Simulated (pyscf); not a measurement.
# F–SiH(Cl)–O–SiH₃ (SMILES F[SiH](Cl)O[SiH3]), singlet

Gas-phase minimum from PySCF at ωB97X-D3(BJ)/def2-SVP, one conformer. 

SMILES: F[SiH](Cl)O[SiH3]
```xyz
9

F      0.9152     1.4785    -2.4180
Si    -0.1852     1.4710    -1.2381
Cl     0.1800     3.1160    -0.0703
O     -0.0042     0.1341    -0.3271
Si     0.8212    -0.3105     1.0640
H     -1.5236     1.5384    -1.8390
H      0.7903    -1.7926     1.1433
H      2.2267     0.1732     0.9893
H      0.1453     0.2826     2.2488
```
Charge 0, spin multiplicity 1.

Bonded distances (Å): F1–Si2 1.613, Si2–Cl3 2.050, Si2–O4 1.628, Si2–H6 1.469, O4–Si5 1.677, Si5–H7 1.485, Si5–H8 1.488, Si5–H9 1.487. Bond angles (°): F1–Si2–Cl3 106.9, F1–Si2–O4 109.7, F1–Si2–H6 108.8, Cl3–Si2–O4 108.7, Cl3–Si2–H6 111.0, O4–Si2–H6 111.6, Si2–O4–Si5 137.4, O4–Si5–H7 107.4, O4–Si5–H8 109.7, O4–Si5–H9 109.3, H7–Si5–H8 110.3, H7–Si5–H9 110.2, H8–Si5–H9 109.8.

Properties at ωB97X-D3(BJ)/def2-SVP:

| Item | Result |
|---|---|
| Harmonic wavenumbers, unscaled | 43, 69, 76, 242, 281, 374, 560, 652, 738, 746, 847, 858, 942, 968, 970, 1000, 1120, 2278, 2282, 2298, 2381 cm⁻¹ |
| Zero-point energy | 28.2 kcal/mol |
| Rotational symmetry number | 1 |
| Entropy of this conformer at 298 K and 1 atm, rigid rotor and harmonic oscillator, modes under 100 cm⁻¹ raised to 100 | 358.7 J/(mol K) |
| Dipole moment | 1.35 D |

Single-point totals, which compare only within one level:

| level | total energy (hartree) |
|---|---|
| ωB97X-D3(BJ)/def2-TZVP | -1217.05839 |
| PBE/def2-TZVP | -1216.30680 |
| r²SCAN/def2-TZVP | -1216.82352 |
| B3LYP-D3(BJ)/def2-TZVP | -1217.05663 |
| PBE0-D3(BJ)/def2-TZVP | -1216.41266 |
| M06-2X/def2-TZVP | -1216.86815 |
| ωB97M-D3(BJ)/def2-TZVP | -1217.15190 |

The lowest mode is so soft that the shape along it may change with the basis. Soft torsions are taken as harmonic, which can shift the entropy by several J/(mol K).
